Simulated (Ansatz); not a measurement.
Consider the ligand exchange at the Si–O bond: `BO[SiH2]S[SiH3]` + HCl → `[SiH3]S[SiH2]Cl` + `BO`.

Program: Ansatz. Geometries: PBE0-D4/def2-TZVP. ΔE: electronic, gas phase. CCSD(T)/CBS adds triple-zeta CCSD(T) − MP2 to the extrapolated MP2 energy (def2 sets, frozen cores). This one scheme is used for every species. DFT in def2-TZVPP. One conformer a species, not always the lowest.

(1) Is it downhill or uphill in electronic energy at CCSD(T)/CBS, and by how much? (An estimate is asked.)

(2) What do these levels give: PBE-D4, ωB97X-V, PBE, r2SCAN, HF/def2-TZVPP, HF/def2-QZVPP? (An estimate is asked.)

Largest T1 diagnostic among the species: 0.014.

Results:

(1) The calculation gave: Downhill: ΔE = -1.8 kcal/mol.

(2) Ansatz gave: PBE-D4 -4.3, ωB97X-V -2.2, PBE -4.8, r2SCAN -2.9, HF/def2-TZVPP -0.4, HF/def2-QZVPP 0.0 kcal/mol.

In def2-TZVPP, CCSD(T) changes the Hartree–Fock value by −0.7 kcal/mol (the triples alone add −0.3 kcal/mol) and MP2 by −1.7 kcal/mol. The D4 term adds +0.8 kcal/mol with B3LYP and +0.5 kcal/mol with PBE0; it sums over pairs of atoms, weighted by their polarisabilities, and B3LYP, whose exchange is more repulsive, gets the larger term.

B3LYP here is the variant with VWN-RPA as its local correlation; programs differ in this.
